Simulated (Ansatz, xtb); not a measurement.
## CH7FO3Si3: which of two isomers lies lower

We compare a, `C[Si]1(F)O[SiH2]O[SiH2]O1`, a singlet, with b, `FC[SiH]1O[SiH2]O[SiH2]O1`, a singlet. Both are isolated molecules in the gas phase, relaxed with B3LYP/def2-SVP; each stands in its lowest conformer found.

a (Å):

```xyz
15

C    -1.7435   -1.7183    1.4139
F    -0.1476   -1.2067   -0.8686
O    -1.1796    0.9235    0.3145
O     0.9270    2.2857    1.2642
O     0.8527   -0.3897    1.4410
Si   -0.5483   -0.5876    0.5759
Si   -0.5460    2.4584    0.5008
Si    1.7816    0.9540    1.7921
H    -2.6545   -1.8349    0.8063
H    -1.2953   -2.7137    1.5590
H    -2.0330   -1.3220    2.3994
H    -0.3505    3.0905   -0.8267
H    -1.4607    3.2592    1.3508
H     3.0779    0.8753    1.0757
H     1.9797    1.0349    3.2599
```

b (Å):

| atom | x (Å) | y (Å) | z (Å) |
| --- | --- | --- | --- |
| C | 0.3758 | 2.8553 | -2.1944 |
| F | 1.6540 | 2.2840 | -2.2430 |
| O | 0.8756 | 3.3536 | 0.5912 |
| O | 2.1524 | 1.0693 | 1.1910 |
| O | -0.2067 | 0.9893 | -0.0881 |
| Si | -0.2318 | 2.6226 | -0.4162 |
| Si | 2.2495 | 2.7294 | 1.3136 |
| Si | 1.0167 | 0.0366 | 0.5399 |
| H | 0.4509 | 3.9189 | -2.4842 |
| H | -0.2682 | 2.3484 | -2.9355 |
| H | -1.5861 | 3.1771 | -0.1886 |
| H | 3.4642 | 3.2149 | 0.6154 |
| H | 2.2571 | 3.1267 | 2.7430 |
| H | 0.4493 | -0.8221 | 1.6084 |
| H | 1.6356 | -0.7797 | -0.5322 |

Question: Estimate E(b) − E(a) at the level CCSD(T)/def2-SVP + ΔMP2/def2-TZVPP.

Answer: Calculated at CCSD(T)/def2-SVP + ΔMP2/def2-TZVPP: E(b) − E(a) = +2.942 eV, so structure a lies lower.

Level by level:

```json
{"level": "B3LYP/def2-SVP", "geometry": "B3LYP/def2-SVP", "E(b) − E(a) (eV)": "+2.667", "departure from the last row (eV)": "−0.275", "job, with rough time for the two": "optimisation, 64 s"}
{"level": "HF/def2-SVP", "geometry": "B3LYP/def2-SVP", "E(b) − E(a) (eV)": "+2.762", "departure from the last row (eV)": "−0.180", "job, with rough time for the two": "part of the CCSD(T) run"}
{"level": "MP2/def2-SVP", "geometry": "B3LYP/def2-SVP", "E(b) − E(a) (eV)": "+2.871", "departure from the last row (eV)": "−0.071", "job, with rough time for the two": "part of the CCSD(T) run"}
{"level": "CCSD(T)/def2-SVP", "geometry": "B3LYP/def2-SVP", "E(b) − E(a) (eV)": "+2.738", "departure from the last row (eV)": "−0.204", "job, with rough time for the two": "single point"}
{"level": "CCSD(T)/def2-SVP + ΔMP2/def2-TZVPP", "geometry": "B3LYP/def2-SVP", "E(b) − E(a) (eV)": "+2.942", "departure from the last row (eV)": "", "job, with rough time for the two": "single point, 2.2 min"}
```

As drawn, b has 1 C–F, 1 Si–H in place of 1 F–Si, 1 C–H.

The levels shown agree on the order. The largest departure from CCSD(T)/def2-SVP + ΔMP2/def2-TZVPP is that of B3LYP/def2-SVP, 0.275 eV. Levels run at GFN2-xTB geometries aren't shown. The last row adds to CCSD(T) the change of the MP2 difference between the two basis sets, here +0.204 eV, a large step that makes the value less sure.

With thermal terms from frequencies at re-optimised GFN2-xTB minima (ideal gas, soft modes damped towards free rotors, one conformer each, 298.15 K, 1 atm): on the last row, ΔE + ΔZPE = +2.882, ΔH = +2.874, ΔG = +2.891 eV.

The correlated steps freeze 20 core orbitals. Programs: Ansatz 0.2.0, xtb 6.7.1; the last row on 4 threads of Arm Neoverse V1 on a shared host.
